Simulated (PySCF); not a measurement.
C6H9O (doublet state).
Cartesian coordinates in Å at the GFN2-xTB level; atoms count from 1:
```xyz
16
C6H9O angstrom
C     -2.3767   -0.2490    0.4620
C     -1.5144   -0.0360   -0.7830
C     -0.0840    0.1430   -0.4153
C      0.7031    1.1982   -0.4086
C      2.0871    0.9109    0.0407
C      1.9232   -0.5918    0.3959
O      0.5859   -0.9803    0.0642
H     -2.0280   -1.1208    1.0096
H     -3.4155   -0.4042    0.1804
H     -2.3163    0.6189    1.1149
H     -1.6011   -0.9074   -1.4357
H     -1.8478    0.8487   -1.3267
H      2.8192    1.0695   -0.7536
H      2.3783    1.5072    0.9063
H      2.0708   -0.7684    1.4657
H      2.6085   -1.2297   -0.1691
```

The hyperfine couplings belong to this conformer and change with its torsions.

The species is `CCC1=[C]CCO1` [radical].

Method used: UKS B3LYP, pcH-1 on C H O, non-relativistic, mean-field spin-orbit, GIAO in PySCF. One conformer (not necessarily the lowest) at the GFN2-xTB geometry, without solvent, vibrations or thermal averaging. The geometry wasn't refined by DFT: couplings that depend on bond lengths, twists or pyramidal angles can differ widely from those at the functional's own minimum. No stability test was run, so a lower SCF solution isn't excluded.

(1) Where do the isotropic ENDOR lines of C3, C6, C5, C1, H13/H14 and H11/H12 fall at 338.4 mT, to first order?

(2) Which pairs are centred on the nuclear Larmor frequency, and which on half the coupling?

(3) At what field would the lower line of C6 fall to zero frequency?

## Answers

(1) For S = 1/2 in fast tumbling each set of equivalent nuclei gives two lines, ν± = |νn ± a/2| to first order, with νn = g_N μN B/h and μN/h = 7.62259 MHz/T.

```tsv
nuclei	isotope	g_N	νn (MHz)	a_iso (MHz)	lower line (MHz)	upper line (MHz)
C3	13C	1.4048	3.62	75.07	33.91	41.16
C6	13C	1.4048	3.62	45.24	19.00	26.24
C5	13C	1.4048	3.62	38.46	15.60	22.85
C1	13C	1.4048	3.62	-5.45	0.90	6.35
H13/H14	1H	5.5857	14.41	10.43	9.19	19.62
H11/H12	1H	5.5857	14.41	-2.62	13.10	15.72
```

The rows for 13C, of low natural abundance, apply to labelled samples.

(2) Centred on νn, since |a| < 2νn: C1, H13/H14 and H11/H12. Centred on |a|/2 and split by 2νn: C3, C6 and C5.

(3) Where νn = |a|/2, that is B = 22.62 MHz/(1.4048 × 7.62259 MHz/T) = 2110 mT, as far as first order holds there.

Means are taken over nuclei equivalent by connectivity, which assumes that they swap fast. The 1H value of -2.6 MHz is a mean of couplings from -5.2 to -0.1 MHz in this one geometry, not an average over conformers.

On one thread, Arm Neoverse V2 (aarch64), on a shared host, this took 55 s wall (with the writing of density and orbital grids) and 0.97 GiB of memory at its peak.
